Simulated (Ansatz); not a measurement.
`[SiH3][GeH2][SiH2][GeH2][GeH3]` and `[GeH3][SiH2][GeH2][GeH3]` differ in one atom or group.

Ansatz, PBE0-D4/def2-TZVP geometries, multiplicity 1. Each molecule was computed in one conformer, which needn't be the lowest.

Scalar relativity is left out up to krypton.

```csv
property,`[SiH3][GeH2][SiH2][GeH2][GeH3]`
size of the dipole moment (B3LYP/def2-TZVPP) / D,0.17
size of the dipole moment (PBE/def2-TZVPP) / D,0.11
HOMO energy (B3LYP/def2-TZVPP) / eV,-7.55
HOMO–LUMO gap (PBE0/def2-TZVPP) / eV,7.41
HOMO–LUMO gap (ωB97M-V/def2-TZVPP) / eV,10.98
LUMO energy (B3LYP/def2-TZVPP) / eV,-0.55
```

Problem. What does the change do to each property? (Best estimate.)

Solution. Computed: 
| property | `[GeH3][SiH2][GeH2][GeH3]` | shift |
| --- | --- | --- |
| size of the dipole moment (B3LYP/def2-TZVPP) / D | 0.22 | 0.05 |
| size of the dipole moment (PBE/def2-TZVPP) / D | 0.14 | 0.03 |
| HOMO energy (B3LYP/def2-TZVPP) / eV | -7.58 | -0.03 |
| HOMO–LUMO gap (PBE0/def2-TZVPP) / eV | 7.60 | 0.19 |
| HOMO–LUMO gap (ωB97M-V/def2-TZVPP) / eV | 11.21 | 0.23 |
| LUMO energy (B3LYP/def2-TZVPP) / eV | -0.40 | 0.15 |

Dipoles are sizes alone; their direction can turn.

B3LYP here is the variant with VWN-RPA as its local correlation; programs differ in this.
